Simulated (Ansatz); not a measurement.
Computed with Ansatz on PBE0-D4/def2-TZVP structures; ΔE is electronic, products minus reactants. CBS: MP2 limit from def2 TZ/QZ plus the TZ coupled-cluster correction, frozen cores. This one scheme is used for every species. DFT in def2-TZVPP. Elements past krypton have def2 core potentials. For Hf, I outer-core shells are correlated without core-valence functions, which leaves a few kJ/mol of doubt a bond. One conformer a species, not always the lowest.

`[F][Hf]([F])([F])[I]` + H₂O → `[OH][Hf]([F])([F])[F]` + HI  (formal hydrolysis of the Hf–I bond)

CCSD(T)/CBS gives +15.3 kJ/mol.

(1) Another level gave +11.0 kJ/mol. Which?
A. BLYP/def2-TZVPP
B. HF/def2-TZVPP
C. PBE0/def2-TZVPP
D. BHLYP/def2-TZVPP

Largest T1 diagnostic among the species: 0.016.

Answers

(1) B. HF/def2-TZVPP 11.0, PBE0 15.3, BLYP -0.3, BHLYP 5.9 kJ/mol.

From r2SCAN to r2SCAN0 (25 % exact exchange), in def2-TZVPP and without D4, ΔE moves by +3.0 kJ/mol. Leaving LDA and LC-ωPBE aside and taking each functional with its dispersion term where it has one, the values, not all of them listed here, spread over 20.5 kJ/mol, from CAM-B3LYP-D4 to PBE-QIDH. LDA lies −4.3 kJ/mol from PBE without D4. At CCSD(T), def2-SVP lies −30.9 kJ/mol from the extrapolated value and def2-TZVPP −3.9 kJ/mol.
